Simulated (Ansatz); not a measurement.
Z-matrix (Å, degrees):
```
Ti
N 1 1.905
N 1 1.876 2 108.0
C 1 3.033 2 116.2 3 20.4
N 1 1.896 2 108.2 3 117.5
C 1 2.794 2 93.8 3 -24.8
N 1 1.905 2 115.6 3 -121.0
H 2 1.011 1 125.3 3 171.3
H 2 1.010 1 125.2 3 -3.3
H 4 1.090 1 82.7 2 109.5
H 4 1.100 1 122.6 2 2.3
H 4 1.100 1 122.6 2 -143.2
H 5 1.010 1 124.5 2 146.5
H 5 1.010 1 124.4 2 -21.2
H 6 1.096 1 73.0 2 -58.0
H 6 1.100 1 125.1 2 -157.7
H 6 1.100 1 125.0 2 41.7
H 7 1.011 1 125.5 2 -48.7
H 7 1.010 1 125.1 2 125.4
```

Total charge 0; spin multiplicity 1.

List the B3LYP/def2-TZVPP orbital energies in eV (the Gaussian-basis code of Ansatz). (Estimate.)

The calculation gave: Occupied: -4867.00, -541.28, -451.80, -451.79, -451.77, -388.91, -388.28, -388.27, -388.27, -277.35, -277.12, -64.19, -40.10, -40.04, -39.99, -24.03, -21.86, -21.70, -21.68, -19.20, -16.31, -12.61, -12.59, -12.46, -12.46, -12.13, -12.11, -10.58, -10.05, -9.87, -9.61, -9.53, -8.64, -7.17, -6.49, -6.49, -6.09. Lowest empty: -0.76, -0.65, -0.01, 0.28, 0.33, 0.60, 1.38, 1.42.

B3LYP here is the variant with VWN-RPA as its local correlation; programs differ in this.
